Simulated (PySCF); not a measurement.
Here is a job for PySCF.
```python
from pyscf import gto, scf, dft
from pyscf.prop import polarizability

mol = gto.M(
    atom='''
C    -0.01328681   -0.00656652    0.65800535
C     0.01328681    0.00656652   -0.65800535
H    -0.02089650    0.90169144    1.23822259
H    -0.02873771   -0.92622134    1.21982272
H     0.02873771    0.92622134   -1.21982272
H     0.02089650   -0.90169144   -1.23822259
''',
    basis='6-31+g*',
    verbose=4,
)

mf = dft.RKS(mol)
mf.xc = 'pbe0'
mf.kernel()
alpha = mf.Polarizability().polarizability()[2, 2]
print('alpha_zz =', alpha)
```

### Question
What total energy does PySCF with PBE0/6-31+G*, polarisability give?

### Answer
-78.4824 Eh

### Question
Estimate the Mulliken (on the basis functions themselves) charges in atom order that PBE0/6-31+G*, polarisability returns for this input.

### Answer
C1 -0.41, C2 -0.41, H3 0.20, H4 0.20, H5 0.20, H6 0.20

### Question
Predict the HOMO energy from PBE0/6-31+G*, polarisability.

### Answer
-7.87 eV

### Question
Estimate the polarisability along z that PBE0/6-31+G*, polarisability returns for this input.

### Answer
33.5 bohr³

### Question
What number of basis functions does PBE0/6-31+G*, polarisability give?

### Answer
44
